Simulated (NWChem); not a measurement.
Molecule: Si2NH5F2; SMILES F[SiH2]N[SiH2]F

```xyz
10

Si    -0.3289     1.3839    -0.0875
F      0.8394     2.3826    -0.6181
N      0.3393    -0.0679     0.5677
Si     0.4816    -1.6150    -0.1872
F     -0.7050    -2.6168     0.2945
H     -1.0597     2.1307     0.9682
H     -1.1697     1.0216    -1.2553
H      0.6940    -0.0037     1.5197
H      1.7556    -2.2638     0.2159
H      0.3406    -1.4299    -1.6529
```
Atoms are numbered in this order, from 1.

Level: PBE0/def2-SVP (NWChem), optimised geometry, unscaled harmonic frequencies. 

```json
[
 {"frequency (cm⁻¹)": "52", "IR intensity (km/mol)": "4.0"},
 {"frequency (cm⁻¹)": "54", "IR intensity (km/mol)": "2.5"},
 {"frequency (cm⁻¹)": "188", "IR intensity (km/mol)": "0.0"},
 {"frequency (cm⁻¹)": "244", "IR intensity (km/mol)": "3.5"},
 {"frequency (cm⁻¹)": "314", "IR intensity (km/mol)": "20.5"},
 {"frequency (cm⁻¹)": "470", "IR intensity (km/mol)": "92.9"},
 {"frequency (cm⁻¹)": "603", "IR intensity (km/mol)": "29.5"},
 {"frequency (cm⁻¹)": "606", "IR intensity (km/mol)": "12.3"},
 {"frequency (cm⁻¹)": "761", "IR intensity (km/mol)": "102.1"},
 {"frequency (cm⁻¹)": "797", "IR intensity (km/mol)": "20.3"},
 {"frequency (cm⁻¹)": "840", "IR intensity (km/mol)": "58.3"},
 {"frequency (cm⁻¹)": "867", "IR intensity (km/mol)": "67.7"},
 {"frequency (cm⁻¹)": "880", "IR intensity (km/mol)": "3.0"},
 {"frequency (cm⁻¹)": "919", "IR intensity (km/mol)": "352.2"},
 {"frequency (cm⁻¹)": "949", "IR intensity (km/mol)": "31.2"},
 {"frequency (cm⁻¹)": "962", "IR intensity (km/mol)": "179.8"},
 {"frequency (cm⁻¹)": "972", "IR intensity (km/mol)": "369.3"},
 {"frequency (cm⁻¹)": "983", "IR intensity (km/mol)": "43.9"},
 {"frequency (cm⁻¹)": "1212", "IR intensity (km/mol)": "284.7"},
 {"frequency (cm⁻¹)": "2279", "IR intensity (km/mol)": "178.9"},
 {"frequency (cm⁻¹)": "2283", "IR intensity (km/mol)": "11.7"},
 {"frequency (cm⁻¹)": "2289", "IR intensity (km/mol)": "28.8"},
 {"frequency (cm⁻¹)": "2297", "IR intensity (km/mol)": "204.8"},
 {"frequency (cm⁻¹)": "3611", "IR intensity (km/mol)": "58.6"}
]
```

```
Quantity                                                                           Result
-----------------------------------------------------------------------  ----------------
zero-point energy                                                           36.3 kcal/mol
thermal correction to the enthalpy at 298.15 K (with zero-point energy)     41.4 kcal/mol
heat capacity Cv                                                         23.9 cal/(mol K)
entropy at 298.15 K and 1 atm (symmetry number 2)                        84.1 cal/(mol K)
dipole moment                                                                      1.04 D
```

Rigid rotor and harmonic oscillator; modes under 100 cm⁻¹ make the entropy uncertain.
